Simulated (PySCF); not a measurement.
**How methods differ on the fine-structure interval of As⁶⁺**

As⁶⁺ [Ar] 3d9 [3d3/2^4 3d5/2^5, M_J = 5/2] → As⁶⁺ [Ar] 3d9 [3d3/2^3 3d5/2^6, M_J = 3/2], as a difference of total energies. All numbers are calculated (PySCF 2.14, the two-component X2C-1e Hamiltonian, in an uncontracted even-tempered set (18 s from 0.27 bohr⁻², ratio 2.8; 13 p from 0.35 bohr⁻², ratio 2.8; 9 d from 0.35 bohr⁻², ratio 2.8; 4 f from 3 bohr⁻², ratio 3)). Correlated levels: [Ne] frozen; the 76 highest virtual spinors dropped. "Screened" scales the spin-orbit matrix elements by Boettger's factors to mimic the two-electron term; Breit and QED terms are absent.

| method | fine-structure interval (cm⁻¹) |
| --- | --- |
| GHF (screened spin-orbit) | 6087.7 |
| GMP2 (screened spin-orbit) | 6158.9 |
| GHF (bare spin-orbit) | 8752.3 |
